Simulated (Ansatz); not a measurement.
Reaction (substitution at a C–C bond): `CCC(C)C(=O)O` + `[OH][Al]([F])[Br]` → `C[O][Al]([F])[Br]` + `CCCC(=O)O`

Program: Ansatz. Geometries: PBE0-D4/def2-TZVP. ΔE: electronic, gas phase. CCSD(T)/CBS is the MP2 limit (def2-TZVPP, def2-QZVPP) plus CCSD(T) − MP2 in def2-TZVPP, frozen cores. DFT in def2-TZVPP. B3LYP here is the variant with VWN-RPA as its local correlation; programs differ in this. For Br outer-core shells are correlated without core-valence functions, which leaves a few kJ/mol of doubt a bond. Scalar relativity is left out up to krypton. Each species was taken in one conformer, which may not be the lowest.

`CCC(C)C(=O)O`:

```xyz
17

C    -0.173   -0.474    2.009
C     0.409   -0.791    0.642
C     0.431    0.407   -0.306
C     1.058    0.049   -1.650
C    -0.950    0.974   -0.515
O    -1.277    2.112   -0.313
O    -1.816    0.054   -0.981
H     0.380    0.333    2.497
H    -0.138   -1.348    2.662
H    -1.217   -0.159    1.936
H     1.439   -1.146    0.750
H    -0.154   -1.604    0.173
H     1.001    1.218    0.154
H     2.084   -0.296   -1.500
H     1.087    0.910   -2.321
H     0.498   -0.749   -2.140
H    -2.662    0.510   -1.097
```

`[OH][Al]([F])[Br]`:

Cartesian coordinates in Å:
```
O 0.957 0.909 0.036
Al -0.323 -0.122 -0.292
F -1.111 0.051 -1.713
Br -0.991 -1.711 1.127
H 1.468 0.873 0.843
```

`C[O][Al]([F])[Br]`:

```xyz
8

C    -0.698    0.688    0.872
O     0.000    0.598   -0.340
Al    0.828   -0.584   -1.166
F     1.510   -0.218   -2.607
Br    1.036   -2.658   -0.365
H    -0.708   -0.261    1.419
H    -1.733    0.986    0.680
H    -0.236    1.449    1.508
```

`CCCC(=O)O`:

```xyz
14

C     0.986    0.447    1.255
C    -0.450    0.040    0.974
C    -0.582   -0.875   -0.240
C    -0.101   -0.245   -1.515
O     0.742   -0.690   -2.246
O    -0.735    0.915   -1.775
H     1.413    1.007    0.418
H     1.620   -0.427    1.422
H     1.048    1.082    2.141
H    -0.863   -0.485    1.840
H    -1.069    0.928    0.822
H    -1.632   -1.148   -0.385
H    -0.010   -1.794   -0.105
H    -0.368    1.245   -2.607
```

(1) Is it downhill or uphill in electronic energy at CCSD(T)/CBS, and by how much? (Estimate.)

(2) What do these levels give: r2SCAN-D4, ωB97X-V, PBE, r2SCAN, PBE0, B3LYP, HF/def2-TZVPP, MP2/def2-TZVPP, CCSD/def2-TZVPP, CCSD(T)/def2-TZVPP, HF/def2-QZVPP, SCS-MP2/def2-QZVPP? (Best estimate.)

Largest T1 diagnostic among the species: 0.013.

Results:

(1) The calculation gave: Uphill: ΔE = +15.7 kcal/mol.

(2) Computed: r2SCAN-D4 14.4, ωB97X-V 13.8, PBE 13.1, r2SCAN 14.1, PBE0 13.6, B3LYP 11.6, HF/def2-TZVPP 10.7, MP2/def2-TZVPP 16.9, CCSD/def2-TZVPP 14.7, CCSD(T)/def2-TZVPP 15.3, HF/def2-QZVPP 10.5, SCS-MP2/def2-QZVPP 15.3 kcal/mol.

The D4 term adds +1.2 kcal/mol with B3LYP and +0.7 kcal/mol with PBE0; it sums over pairs of atoms, weighted by their polarisabilities, and B3LYP, whose exchange is more repulsive, gets the larger term. In def2-TZVPP, CCSD(T) changes the Hartree–Fock value by +4.6 kcal/mol (the triples alone add +0.6 kcal/mol) and MP2 by +6.2 kcal/mol.
